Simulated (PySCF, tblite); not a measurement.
Isomers of C7H11NSi. Level: GFN2-xTB in tblite, geometry and Hessian alike; calculated harmonic values, unscaled, isolated species. This tight-binding method is rough: wavenumbers can miss measured ones by several per cent, in bad cases by 10 to 20. Modes of hydrogen on silicon can be 10 to 20 % off. One conformer each.

Electronic energies: PBE0/pcSseg-1 single points on the GFN2-xTB geometries (PySCF, gas phase).

| SMILES | electronic energy, lowest = 0 (kJ/mol) |
| --- | --- |
| C=C(C)[Si@H]1C[C@H](C#N)C1 | 0.0 |
| C#C[Si@]1(C)C[C@@H](N=C)C1 | 96.3 |
| C=C(C)[C@@H]1C[SiH2][C@H]1C#N | 22.7 |
| C=NC1=C[SiH2][C@H]2C[C@@H]1C2 | 43.2 |
| C[C@@H]1[SiH2]C=C1C#CCN | 154.4 |

Q: How do GFN2-xTB zero-point energies change the relative energies?

A: 
```tsv
SMILES	ZPE (kJ/mol)	of it from modes above 1550 cm⁻¹	electronic (kJ/mol)	with ZPE, lowest = 0 (kJ/mol)	lowest mode (cm⁻¹)	rings
C=C(C)[Si@H]1C[C@H](C#N)C1	414.2	218.8	0.0	0.0	7	1
C=C(C)[C@@H]1C[SiH2][C@H]1C#N	409.7	214.9	22.7	18.2	37	1
C=NC1=C[SiH2][C@H]2C[C@@H]1C2	415.3	207.3	43.2	44.3	92	3
C#C[Si@]1(C)C[C@@H](N=C)C1	413.6	222.7	96.3	95.6	39	1
C[C@@H]1[SiH2]C=C1C#CCN	407.9	225.4	154.4	148.1	21	1
```

The zero-point energies span 7.4 kJ/mol, from `C[C@@H]1[SiH2]C=C1C#CCN` to `C=NC1=C[SiH2][C@H]2C[C@@H]1C2`. The order is unchanged.

Q: And how do the electronic energies of GFN2-xTB itself compare?

A: `C=C(C)[Si@H]1C[C@H](C#N)C1` 90.2; `C=C(C)[C@@H]1C[SiH2][C@H]1C#N` 41.4; `C=NC1=C[SiH2][C@H]2C[C@@H]1C2` 0.0; `C#C[Si@]1(C)C[C@@H](N=C)C1` 202.4; `C[C@@H]1[SiH2]C=C1C#CCN` 168.9 kJ/mol, lowest = 0. Against the energies above, taken from the same isomer `C=C(C)[Si@H]1C[C@H](C#N)C1`, the largest difference is 133.4 kJ/mol.
